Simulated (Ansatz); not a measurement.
Geometry optimisation, RKS PBE0-D4/6-31G* in Ansatz.

input.yaml

```yaml
crystal:
  periodic: [false, false, false]
  atoms:
    - { symbol: C, position_ang: [-1.2213, 0.7184, -0.7138] }
    - { symbol: Si, position_ang: [-0.4953, -0.51, 0.3169] }
    - { symbol: Si, position_ang: [1.6322, -0.2566, 0.7994] }
    - { symbol: S, position_ang: [1.0957, -1.5505, -0.7728] }
    - { symbol: H, position_ang: [-0.5362, 1.3711, -1.2779] }
    - { symbol: H, position_ang: [-1.886, 1.4614, -0.132] }
    - { symbol: H, position_ang: [-1.899, 0.3194, -1.4764] }
    - { symbol: H, position_ang: [-1.3199, -1.4415, 1.0564] }
    - { symbol: H, position_ang: [2.2856, -1.0467, 1.9419] }
    - { symbol: H, position_ang: [1.98481, -1.94703, -1.75088] }
basis:
  gaussian: { orbitals: "6-31G*" }
hamiltonian:
  xc: pbe0
  dispersion: d4
relax:
  f_tol: 0.02
  max_steps: 50
output:
  orbitals: {}
```

Launched with:

```bash
$ ansatz run input.yaml --threads 2 --pin off --max-ram 3072MiB --backend cpu --events-out ev --progress --plain --runs-dir out
```

Task: Where does it end, and by what steps?

Result: The forces met the threshold. After 10 steps the energy has fallen by 2.170 eV; H10 moved furthest, 1.11 Å.

| step | energy less start (eV) | largest force component (eV/Å) | accepted |
| --- | --- | --- | --- |
| 0 | 0.0000 | 3.097 | yes |
| 1 | -1.1636 | 1.933 | yes |
| 2 | -1.6630 | 1.361 | yes |
| 3 | -1.8841 | 1.457 | yes |
| 4 | -2.0236 | 1.212 | yes |
| 5 | -2.1246 | 0.381 | yes |
| 6 | -2.1528 | 0.271 | yes |
| 7 | -2.1498 | 0.420 | no |
| 8 | -2.1675 | 0.097 | yes |
| 9 | -2.1672 | 0.061 | no |
| 10 | -2.1700 | 0.017 | yes |

```xyz
10
Properties=species:S:1:pos:R:3
C -1.157 0.633 -0.821
Si -0.238 -0.401 0.455
Si 2.026 -0.174 0.908
S 1.137 -1.821 -0.653
H -0.457 1.210 -1.434
H -1.806 1.351 -0.304
H -1.788 0.022 -1.474
H -1.189 -1.321 1.146
H 1.859 -1.272 1.958
H 1.254 -1.109 -1.791
```

Time of the run: 32 s on 2 threads of Arm Neoverse V1, with other jobs on the host, peak memory 0.18 GiB.
